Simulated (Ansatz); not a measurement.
Gas-phase electronic energies from Ansatz, PBE0-D4/def2-TZVP geometries. CCSD(T)/CBS is the MP2 limit (def2-TZVPP, def2-QZVPP) plus CCSD(T) − MP2 in def2-TZVPP, frozen cores. Functionals use def2-TZVPP. HSE06 is defined as in plane-wave codes. def2 core potentials past Kr. For In outer-core shells are correlated without core-valence functions, which leaves a few kJ/mol of doubt a bond. One conformer a species, not always the lowest.

`COBC=O` + `[SH][InH2]` → `COBS` + `O=[CH][InH2]`  (redistribution)

| level | ΔE (kcal/mol) |
| --- | --- |
| HSE06-D4 | 12.3 |
| BHLYP | 14.7 |

Problem. What does CCSD(T)/CBS give? (Best estimate.)

Solution. Ansatz gave: +14.1 kcal/mol. The listed levels differ from it by -1.8, 0.6 kcal/mol.

Largest T1 diagnostic among the species: 0.017.

From r2SCAN to r2SCAN0 (25 % exact exchange), in def2-TZVPP and without D4, ΔE moves by +1.3 kcal/mol. Leaving LDA and LC-ωPBE aside and taking each functional with its dispersion term where it has one, the values, not all of them listed here, spread over 4.7 kcal/mol, from revPBE-D4 to BHLYP-D4. In def2-TZVPP, CCSD(T) changes the Hartree–Fock value by −3.4 kcal/mol (the triples alone add −0.6 kcal/mol) and MP2 by −3.2 kcal/mol.
